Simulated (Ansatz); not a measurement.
CH6NSbSi can be A, `C[N]1[SiH2][SbH]1`, or B, `[CH2]1N[SiH2][SbH]1`.

Program: Ansatz. Geometries: PBE0-D4/def2-TZVP. ΔE: electronic, gas phase. CBS: MP2 limit from def2 TZ/QZ plus the TZ coupled-cluster correction, frozen cores. Functionals use def2-TZVPP. B3LYP here is the variant with VWN-RPA as its local correlation; programs differ in this. Elements past krypton have def2 core potentials. For Sb outer-core shells are correlated without core-valence functions, which leaves a few kJ/mol of doubt a bond.

(1) Which is lower in electronic energy at CCSD(T)/CBS, and by how much? (An estimate is asked.)

(2) Give E(B) − E(A) in kJ/mol with MP2/def2-TZVPP, LDA (SPW92), B2PLYP, PBE-D4, HF/def2-TZVPP, B3LYP-D4, CCSD(T)/def2-TZVPP. (Estimate.)

(3) Does the order hold for the free energy at 298.15 K (harmonic terms from PBE0-D4)? (An estimate is asked.)

Largest T1 diagnostic: 0.015.

Results:

(1) Ansatz gave: B, by 40.9 kJ/mol.

(2) The calculation gave: MP2/def2-TZVPP -38.7, LDA (SPW92) -41.9, B2PLYP -34.3, PBE-D4 -34.0, HF/def2-TZVPP -49.1, B3LYP-D4 -34.7, CCSD(T)/def2-TZVPP -41.3. None reverses the order clearly.

(3) The calculation gave: Yes: G(B) − G(A) = -38.2 kJ/mol.

From BLYP to BHLYP (50 % exact exchange), in def2-TZVPP and without D4, E(B) − E(A) moves by −18.5 kJ/mol. Leaving LDA and LC-ωPBE aside and taking each functional with its dispersion term where it has one, the values, not all of them listed here, spread over 19.6 kJ/mol, from ωB97X-V to BLYP-D4. LDA lies −8.7 kJ/mol from PBE without D4.
